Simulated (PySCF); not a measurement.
C2H8AsGa, SMILES [CH3][Ga]([CH3])[AsH2].

Geometry: B3LYP-D3(BJ)/def2-SVP. The isomer is the one that the SMILES or the coordinates give; other isomers of the formula were not compared.

All values below come from IEF-PCM-B3LYP/def2-SVP in PySCF.

The values are the electrostatic part of the solvation free energy, E(continuum) − E(gas) at the gas-phase geometry, in a cavity of scaled van der Waals radii (PySCF's table); cavitation and dispersion terms are not included. A continuum can't describe solvent molecules that bind to the metal. In vacuum the orbital gap is 5.22 eV. The dipole moment in vacuum is 1.35 D.

Computed values in water (ε = 78.36), cyclohexanone (ε = 15.62), dichloromethane (ε = 8.93):
```csv
solvent,ε,ΔG(elec) (kcal/mol),dipole (D),gap (eV)
water,78.36,-2.2,1.95,5.51
cyclohexanone,15.62,-2.0,1.90,5.48
dichloromethane,8.93,-1.8,1.85,5.46
```
